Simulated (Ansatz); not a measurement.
C2H8FGaSi (`C[SiH]([GaH2])CF`), 13 atoms. The species carries charge 0 and has multiplicity 1. Correlated methods include outer-core shells of Ga, which these sets cover unevenly. Scalar relativity is left out up to krypton. All runs use 4 threads of an Arm Neoverse V1 on a shared host. Correlated methods freeze the cores.

(1) Give the basis size and wall time and peak host memory of each of these runs in Ansatz. RKS PBE0-D4/def2-SVP energy; direct RPA on PBE orbitals/def2-TZVPP energy; RKS PBE0-D4/def2-TZVP frequencies; RKS BLYP-D4/def2-TZVPP energy; RKS PBE0-D4/def2-TZVP relaxation (16 steps); RKS r2SCAN-D4/def2-TZVPP energy and forces; RHF-MP2/def2-TZVPP energy; RKS PBE0-D4/def2-QZVPP energy; RKS ωB97M-V/def2-QZVPP energy; RHF-MP2/def2-QZVPP energy; RKS ωB97M-V/def2-SVP energy; RKS BHLYP-D4/def2-TZVPP energy. (Best estimate.)

Answers

(1) The calculation gave: Other jobs shared the machine, so times are rough.

```json
{"level": "RKS PBE0-D4/def2-SVP", "job": "energy", "functions": "132", "wall time": "1.9 s", "peak host memory (GiB)": "0.64"}
{"level": "RKS BLYP-D4/def2-TZVPP", "job": "energy", "functions": "295", "wall time": "3 s", "peak host memory (GiB)": "0.46"}
{"level": "RKS BHLYP-D4/def2-TZVPP", "job": "energy", "functions": "295", "wall time": "5.5 s", "peak host memory (GiB)": "1"}
{"level": "RHF-MP2/def2-TZVPP", "job": "energy", "functions": "295", "wall time": "5.5 s", "peak host memory (GiB)": "0.87"}
{"level": "RKS r2SCAN-D4/def2-TZVPP", "job": "energy and forces", "functions": "295", "wall time": "7 s", "peak host memory (GiB)": "0.49"}
{"level": "RKS ωB97M-V/def2-SVP", "job": "energy", "functions": "132", "wall time": "8 s", "peak host memory (GiB)": "0.64"}
{"level": "direct RPA on PBE orbitals/def2-TZVPP", "job": "energy", "functions": "295", "wall time": "8 s", "peak host memory (GiB)": "0.82"}
{"level": "RKS PBE0-D4/def2-QZVPP", "job": "energy", "functions": "570", "wall time": "16 s", "peak host memory (GiB)": "2.8"}
{"level": "RKS ωB97M-V/def2-QZVPP", "job": "energy", "functions": "570", "wall time": "34 s", "peak host memory (GiB)": "3"}
{"level": "RHF-MP2/def2-QZVPP", "job": "energy", "functions": "570", "wall time": "40 s", "peak host memory (GiB)": "4.6"}
{"level": "RKS PBE0-D4/def2-TZVP", "job": "relaxation (16 steps)", "functions": "226", "wall time": "82 s", "peak host memory (GiB)": "0.74"}
{"level": "RKS PBE0-D4/def2-TZVP", "job": "frequencies", "functions": "226", "wall time": "4.6 min", "peak host memory (GiB)": "0.74"}
```
